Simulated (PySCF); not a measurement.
Molybdenum: a sound run and one with changed settings

Sound run: Mo [Kr] 4d5 5s1, Mo⁺ [Kr] 4d5. Computed with PySCF 2.14 in cc-pVTZ-PP with ECP28MDF (5s5p4d2f1g, 63 functions), with a scalar-relativistic core potential. The sound run starts from symmetry-adapted Hartree-Fock orbitals and uses a fine grid where one is needed.

Changed run: basis STO-3G, all-electron and non-relativistic. This setting is unsound on purpose.

```tsv
species	method	sound run (hartree)	changed run (hartree)	converged
Mo	UHF	-67.34504	-3935.89663	yes
Mo	PBE0	-67.87781	-3937.26743	yes
Mo	B3LYP	-67.89504	-3937.50718	yes
Mo⁺	UHF	-67.11560	-3935.80791	yes
Mo⁺	PBE0	-67.61161	-3937.14112	yes
Mo⁺	B3LYP	-67.62760	-3937.37951	yes
```

Ionisation energy of Mo:

```json
{"method": "UHF", "sound run (eV)": "6.244", "changed run (eV)": "2.414"}
{"method": "PBE0", "sound run (eV)": "7.244", "changed run (eV)": "3.437"}
{"method": "B3LYP", "sound run (eV)": "7.277", "changed run (eV)": "3.474"}
```

A minimal basis cannot let orbitals breathe on ionisation and holds almost no correlation. The Hamiltonian changed with the basis, so the totals do not compare.

For comparison, NIST gives 7.092 eV between the lowest levels.
